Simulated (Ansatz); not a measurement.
Job for Ansatz (an electronic-structure program): R-CCSD(T)/def2-SVP on CH5NOSn (SMILES C[O][Sn][NH2]), a point of a torsion scan. Elements past Kr take the def2 small-core potentials; no spin–orbit coupling. The run froze 12 orbitals, filled d shells among them.

Ansatz 0.2 input:
```yaml
crystal:
  periodic: [false, false, false]
  atoms:
    - {symbol: C, position_ang: [-1.86298432, -0.21935282, 0.14119630]}
    - {symbol: O, position_ang: [-0.50586092, -0.51428414, 0.28099602]}
    - {symbol: Sn, position_ang: [0.82536517, -1.19031941, 1.70623858]}
    - {symbol: N, position_ang: [2.37207911, -0.96909302, 0.39867674]}
    - {symbol: H, position_ang: [-2.02449377, 0.86018135, 0.21915724]}
    - {symbol: H, position_ang: [-2.48945683, -0.71620155, 0.88933491]}
    - {symbol: H, position_ang: [-2.19176034, -0.54596509, -0.84975793]}
    - {symbol: H, position_ang: [2.21301522, -0.62274712, -0.53900144]}
    - {symbol: H, position_ang: [3.36025248, -1.15036334, 0.50868092]}
basis:
  gaussian:
    orbitals: def2-SVP
magnetization: {spin_polarized: false}
correlation: {method: ccsd_t, electrons: outside_noble_gas}
scf: {lower_state_search: off}
```

The log:

```
WARN ansatz: RAYON_NUM_THREADS=1 ignored (pool sized by the plan → 1); use --threads N
Functional definition: HF
these checks for a lower state are left out or cut short: stability, starts, cluster_reference, orbital_swaps, neighbouring_geometries, increment
integrals: 0.11 GiB planned
1018 factors; integrals over basis functions are off by at most 1.3e-3 eV
mean field: 0.26 GiB planned
mean field evaluation 1: about -10425.5597 eV, gradient 4.6e1 eV
mean field evaluation 2: about -10425.6824 eV, gradient 4.6e1 eV
mean field evaluation 4: about -10430.4810 eV, gradient 3.4e0 eV
mean field evaluation 8: about -10430.5435 eV, gradient 1.1e-1 eV
mean field -10430.54358728 eV, -383.3154067560 hartree, gradient 1.5e-6 eV, S^2 0.000000; 0 other end points of the search recorded, 0 dependent functions left out
12 core orbitals not correlated
reference -10430.54358728 eV, -383.3154067560 hartree; 12, 12 occupied and 69, 69 virtual orbitals, 1018 factors
second order -15.62156941 eV of doubles, -0.00000000 eV of singles
coupled cluster: 0.30 GiB planned
cycle   1  -15.98714827 eV  change   -3.7e-1 eV  update   1.2e-1
cycle   2  -16.43903111 eV  change   -4.5e-1 eV  update   4.3e-2
cycle   3  -16.61056707 eV  change   -1.7e-1 eV  update   2.9e-2
cycle   4  -16.61088112 eV  change   -3.1e-4 eV  update   9.8e-3
cycle   5  -16.60228760 eV  change    8.6e-3 eV  update   5.1e-3
cycle   6  -16.60333319 eV  change   -1.0e-3 eV  update   1.9e-3
cycle   7  -16.60300481 eV  change    3.3e-4 eV  update   5.5e-4
cycle   8  -16.60279843 eV  change    2.1e-4 eV  update   1.7e-4
cycle   9  -16.60281713 eV  change   -1.9e-5 eV  update   6.2e-5
cycle  10  -16.60281766 eV  change   -5.3e-7 eV  update   2.3e-5
perturbative correction -0.48003629 eV, -0.0176410082 hartree
Total energy: -10447.62644122 eV, -383.9431900594 hartree
Checks for a lower state left out: stability, starts, cluster_reference, orbital_swaps, neighbouring_geometries, increment
```

The run converged.

Cost: very roughly 5 core-seconds.
